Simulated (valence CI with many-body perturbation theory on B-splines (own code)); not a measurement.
**E1 line list for W67+**

Level of theory: configuration interaction combined with many-body perturbation theory (CI+MBPT): five valence electrons over a frozen Dirac-Fock core [He], radial functions for each j: 11 s, 11 p, 10 d, 8 f, 5 g, 2 h, with the one-electron correlation potential Σ1, the two-electron term Σ2, the three-electron term Σ3, Breit, model QED; selected CI, second order for the rest, scaled by the run's own slope (own B-spline code, finite nucleus).

No measured spectrum was set against this ion. As an estimate, large intervals hold to a few tenths of a per cent, small ones and those within an open d or f shell to about a per cent. Among the levels kept, up to 7500 cm⁻¹ of a level comes from second order outside the variational space, and about a tenth of that is noise between levels of different J, which matters for small intervals.

Lines 201 to 250 of 600 in falling wavelength, among levels below 104560 × 10³ cm⁻¹, chosen from the strongest by gf and those to the six lowest levels. Wavelengths and rates use the calculated energies. Electric multipoles are in the length gauge, E1 and E2 with the static RPA response of the core. Weak lines are less certain than strong ones. Lines between different terms over intervals too small for the method are left out, as are lines whose strength nearly cancels. The highest levels of a list are the least certain.

Levels are named by their leading jj configuration (3d3/2^4 stands for four electrons in 3d with j = 3/2), which in mixed levels can hold well under half, so a name can repeat and another be missing. Letters in brackets count levels of one name in rising energy.

```
λ vac (nm)                               Upper                               Lower   A (s⁻¹)  S (a.u.)
    0.7051          (2p1/2^2 2p3/2^2 3s) J=3/2     (2s 2p1/2^2 2p3/2 3s) J=3/2 [b]  3.37e+12  2.33e-03
    0.7039  (2s 2p1/2 2p3/2^2 3p3/2) J=5/2 [b]  (2s^2 2p1/2 2p3/2 3p3/2) J=3/2 [a]  3.20e+12  3.30e-03
    0.7037        (2s 2p1/2 2p3/2^3) J=3/2 [a]          (2s^2 2p1/2 2p3/2^2) J=3/2  9.28e+12  6.38e-03
    0.7013          (2p1/2^2 2p3/2^2 3s) J=3/2         (2s 2p1/2^2 2p3/2 3s) J=1/2  6.75e+12  4.60e-03
    0.6971  (2s 2p1/2 2p3/2^2 3p3/2) J=1/2 [c]  (2s^2 2p1/2 2p3/2 3p3/2) J=1/2 [b]  5.97e+12  2.00e-03
    0.6967       (2p1/2^2 2p3/2^2 3p3/2) J=3/2  (2s 2p1/2^2 2p3/2 3p3/2) J=1/2 [b]  7.30e+12  4.88e-03
    0.6965            (2s 2p1/2 2p3/2^3) J=5/2          (2s^2 2p1/2 2p3/2^2) J=5/2  9.12e+12  9.12e-03
    0.6959  (2s 2p1/2 2p3/2^2 3p3/2) J=7/2 [c]  (2s^2 2p1/2 2p3/2 3p3/2) J=5/2 [b]  3.32e+12  4.42e-03
    0.6954  (2s 2p1/2 2p3/2^2 3d5/2) J=7/2 [c]  (2s^2 2p1/2 2p3/2 3d5/2) J=5/2 [b]  2.51e+12  3.34e-03
    0.6953  (2s 2p1/2 2p3/2^2 3p3/2) J=5/2 [c]  (2s^2 2p1/2 2p3/2 3p3/2) J=3/2 [b]  3.73e+12  3.71e-03
    0.6942  (2s 2p1/2 2p3/2^2 3d5/2) J=9/2 [c]  (2s^2 2p1/2 2p3/2 3d5/2) J=7/2 [b]  3.88e+12  6.41e-03
    0.6927  (2s 2p1/2 2p3/2^2 3d5/2) J=5/2 [d]  (2s^2 2p1/2 2p3/2 3d5/2) J=5/2 [b]  4.42e+12  4.35e-03
    0.6927  (2s 2p1/2 2p3/2^2 3p3/2) J=3/2 [d]  (2s^2 2p1/2 2p3/2 3p3/2) J=3/2 [b]  5.62e+12  3.69e-03
    0.6926  (2s 2p1/2 2p3/2^2 3d5/2) J=7/2 [d]  (2s^2 2p1/2 2p3/2 3d5/2) J=7/2 [b]  1.83e+12  2.40e-03
    0.6918  (2s 2p1/2 2p3/2^2 3d5/2) J=3/2 [c]  (2s^2 2p1/2 2p3/2 3d5/2) J=3/2 [b]  3.79e+12  2.48e-03
    0.6916            (2s 2p1/2 2p3/2^3) J=1/2          (2s^2 2p1/2 2p3/2^2) J=1/2  6.51e+12  2.13e-03
    0.6916  (2s 2p1/2 2p3/2^2 3d5/2) J=3/2 [d]      (2s^2 2p1/2 2p3/2 3d5/2) J=1/2  5.20e+12  3.39e-03
    0.6910  (2s 2p1/2^2 2p3/2 3d5/2) J=7/2 [b]          (2s^2 2p1/2^2 3d5/2) J=5/2  1.11e+13  1.44e-02
    0.6910  (2s 2p1/2 2p3/2^2 3d3/2) J=3/2 [c]  (2s^2 2p1/2 2p3/2 3d3/2) J=5/2 [a]  6.03e+12  3.93e-03
    0.6905  (2s 2p1/2 2p3/2^2 3d5/2) J=7/2 [e]  (2s^2 2p1/2 2p3/2 3d5/2) J=7/2 [b]  6.96e+12  9.05e-03
    0.6903  (2s 2p1/2^2 2p3/2 3p3/2) J=5/2 [b]          (2s^2 2p1/2^2 3p3/2) J=3/2  1.20e+13  1.17e-02
    0.6903  (2s 2p1/2 2p3/2^2 3d5/2) J=5/2 [e]  (2s^2 2p1/2 2p3/2 3d5/2) J=3/2 [b]  5.31e+12  5.17e-03
    0.6896  (2s 2p1/2 2p3/2^2 3d5/2) J=3/2 [d]  (2s^2 2p1/2 2p3/2 3d5/2) J=3/2 [b]  3.03e+12  1.96e-03
    0.6896  (2s 2p1/2^2 2p3/2 3d3/2) J=3/2 [b]          (2s^2 2p1/2^2 3d3/2) J=3/2  1.14e+13  7.39e-03
    0.6892  (2s 2p1/2 2p3/2^2 3d3/2) J=1/2 [c]  (2s^2 2p1/2 2p3/2 3d3/2) J=3/2 [b]  7.71e+12  2.49e-03
    0.6890  (2s 2p1/2 2p3/2^2 3d5/2) J=7/2 [c]  (2s^2 2p1/2 2p3/2 3d5/2) J=5/2 [a]  2.33e+12  3.01e-03
    0.6888               (2p1/2 2p3/2^4) J=1/2        (2s 2p1/2 2p3/2^3) J=3/2 [b]  2.62e+13  8.46e-03
    0.6887  (2s 2p1/2 2p3/2^2 3p3/2) J=5/2 [e]  (2s^2 2p1/2 2p3/2 3p3/2) J=5/2 [b]  1.03e+13  9.93e-03
    0.6887  (2s 2p1/2 2p3/2^2 3d3/2) J=5/2 [c]      (2s^2 2p1/2 2p3/2 3d3/2) J=7/2  2.15e+12  2.08e-03
    0.6885        (2s 2p1/2 2p3/2^3) J=3/2 [b]          (2s^2 2p1/2 2p3/2^2) J=1/2  5.92e+12  3.82e-03
    0.6884     (2s 2p1/2 2p3/2^2 3s) J=1/2 [a]     (2s^2 2p1/2 2p3/2 3s) J=3/2 [a]  8.42e+12  2.71e-03
    0.6877  (2s 2p1/2 2p3/2^2 3p3/2) J=3/2 [f]  (2s^2 2p1/2 2p3/2 3p3/2) J=1/2 [b]  4.26e+12  2.74e-03
    0.6876            (2s 2p1/2 2p3/2^3) J=5/2          (2s^2 2p1/2 2p3/2^2) J=3/2  5.83e+11  5.62e-04
    0.6876  (2s 2p1/2 2p3/2^2 3d5/2) J=1/2 [a]  (2s^2 2p1/2 2p3/2 3d3/2) J=3/2 [a]  6.17e+12  1.98e-03
    0.6875  (2s 2p1/2 2p3/2^2 3p3/2) J=3/2 [c]  (2s^2 2p1/2 2p3/2 3p3/2) J=5/2 [a]  7.14e+12  4.58e-03
    0.6874         (2s 2p1/2^2 2p3/2 3s) J=1/2             (2s^2 2p1/2^2 3s) J=1/2  1.27e+13  4.08e-03
    0.6871  (2s 2p1/2 2p3/2^2 3d5/2) J=3/2 [e]      (2s^2 2p1/2 2p3/2 3d5/2) J=1/2  3.75e+12  2.40e-03
    0.6871  (2s 2p1/2 2p3/2^2 3p3/2) J=3/2 [e]  (2s^2 2p1/2 2p3/2 3p3/2) J=3/2 [b]  5.17e+12  3.31e-03
    0.6870      (2s 2p1/2^2 2p3/2 3p1/2) J=1/2          (2s^2 2p1/2^2 3p1/2) J=1/2  1.30e+13  4.17e-03
    0.6869             (2p1/2^2 2p3/2^3) J=3/2          (2s 2p1/2^2 2p3/2^2) J=3/2  1.90e+13  1.22e-02
    0.6869  (2s 2p1/2^2 2p3/2 3d3/2) J=5/2 [b]          (2s^2 2p1/2^2 3d3/2) J=3/2  1.11e+13  1.06e-02
    0.6868  (2s 2p1/2 2p3/2^2 3d3/2) J=3/2 [f]  (2s^2 2p1/2 2p3/2 3d3/2) J=1/2 [b]  3.85e+12  2.46e-03
    0.6865             (2p1/2^2 2p3/2^3) J=3/2          (2s 2p1/2^2 2p3/2^2) J=1/2  4.41e+12  2.82e-03
    0.6864  (2s 2p1/2 2p3/2^2 3d3/2) J=7/2 [c]      (2s^2 2p1/2 2p3/2 3d3/2) J=7/2  1.38e+13  1.76e-02
    0.6864  (2s 2p1/2^2 2p3/2 3p1/2) J=3/2 [b]          (2s^2 2p1/2^2 3p1/2) J=1/2  1.25e+13  8.01e-03
    0.6857                  (2s 2p3/2^4) J=1/2                (2s^2 2p3/2^3) J=3/2  2.05e+13  6.52e-03
    0.6857  (2s 2p1/2 2p3/2^2 3d5/2) J=5/2 [c]  (2s^2 2p1/2 2p3/2 3d5/2) J=7/2 [a]  6.71e+12  6.41e-03
    0.6857               (2p1/2 2p3/2^4) J=1/2            (2s 2p1/2 2p3/2^3) J=1/2  1.24e+13  3.94e-03
    0.6855  (2s 2p1/2 2p3/2^2 3d5/2) J=5/2 [d]  (2s^2 2p1/2 2p3/2 3d5/2) J=3/2 [a]  6.72e+12  6.41e-03
    0.6855     (2s 2p1/2 2p3/2^2 3s) J=3/2 [d]     (2s^2 2p1/2 2p3/2 3s) J=3/2 [b]  1.47e+13  9.34e-03
```
